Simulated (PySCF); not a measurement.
PySCF job for C₃H₅FOSi, SMILES OC[Si@H](C#C)F, ωB97X-D3(BJ)/def2-SVP. 

```python
import numpy as np
from pyscf import gto, scf, dft
import os
os.environ['JAX_PLATFORMS'] = 'cpu'
from ase import Atoms, units
from ase.calculators.calculator import Calculator, all_changes
from sella import Sella

mol = gto.M(
    atom='''
    C     2.40195868    0.41374991   -1.10729692
    C     1.47448781    0.23110706   -0.36361344
    Si    0.00267176   -0.02671601    0.72780465
    F     0.14318591   -1.47878108    1.42210272
    C    -1.53743972   -0.09367864   -0.39814095
    O    -1.70458224    1.09925243   -1.15617400
    H     3.22476713    0.56338389   -1.74620597
    H    -0.05997666    0.94078700    1.80891642
    H    -1.51089064   -0.96294555   -1.07105574
    H    -2.45117806   -0.18293975    0.19283363
    H    -0.92618242    1.22367898   -1.70897830
    ''',
    basis='def2-SVP',
    charge=0,
    spin=0,
    max_memory=1600,
    verbose=3,
)
mf = dft.RKS(mol, xc='wb97x-d3bj').density_fit(auxbasis='def2-universal-jkfit')
mf.grids.level = 3
mf.conv_tol = 1e-9
mf.max_cycle = 100
mf.kernel()
grad = mf.nuc_grad_method()
grad.grid_response = mol.nao <= 150
scan = grad.as_scanner()
scan.verbose = scan.base.verbose = 0
class SCF(Calculator):
    implemented_properties = ['energy', 'forces']
    def calculate(self, atoms=None, properties=None, system_changes=all_changes):
        super().calculate(atoms, properties, system_changes)
        e, g = scan(mol.set_geom_(self.atoms.positions, unit='Angstrom', inplace=False))
        assert scan.converged
        self.results = {'energy': float(e) * units.Hartree, 'forces': -np.asarray(g) * units.Hartree / units.Bohr}
atoms = Atoms(mol.elements, mol.atom_coords(unit='Angstrom'), calculator=SCF())
conv = Sella(atoms, order=0, internal=True, allow_fragments=True).run(fmax=0.002, steps=150)
mol_eq = mol.set_geom_(atoms.positions, unit='Angstrom', inplace=False)
print(mol_eq.tostring(format='xyz'))
mf.reset(mol_eq)
mf.verbose = 3
mf.kernel()
```

It prints:

```
converged SCF energy = -581.653557734006
     Step          Energy         fmax         cmax       rtrust          rho
Sella   0   -15827.599492       1.5694       0.0000       0.1000       1.0000
Sella   1   -15827.668249       1.5694       0.0000       0.1000       1.1600
Sella   2   -15827.679504       0.4778       0.0000       0.1000       1.2486
Sella   3   -15827.682785       0.2362       0.0000       0.1000       1.3897
Sella   4   -15827.684972       0.1769       0.0000       0.1000       1.3653
Sella   5   -15827.686110       0.0753       0.0000       0.1000       1.3060
Sella   6   -15827.686577       0.0746       0.0000       0.1000       1.3483
Sella   7   -15827.686817       0.0656       0.0000       0.1000       1.3115
Sella   8   -15827.686902       0.0406       0.0000       0.1000       1.2196
Sella   9   -15827.686918       0.0138       0.0000       0.1000       1.2112
Sella  10   -15827.686922       0.0093       0.0000       0.1000       1.3152
Sella  11   -15827.686923       0.0037       0.0000       0.1000       1.3442
11
XYZ from PySCF
C           2.33870647        0.44054260       -1.12703473
C           1.42012541        0.22349222       -0.36210933
Si         -0.02933893       -0.08714169        0.73056163
F           0.16549245       -1.53146173        1.45904997
C          -1.53148779       -0.09335426       -0.39732738
O          -1.51836716        1.12817014       -1.12825659
H           3.16197345        0.63093255       -1.79616839
H          -0.09711849        0.95371510        1.78153700
H          -1.55036236       -0.98518189       -1.05416206
H          -2.46537749       -0.11442620        0.18709591
H          -0.72232647        1.13794940       -1.67517140
converged SCF energy = -581.656770761644
```

Self-consistency was reached.

Cost: roughly 100 core-seconds.
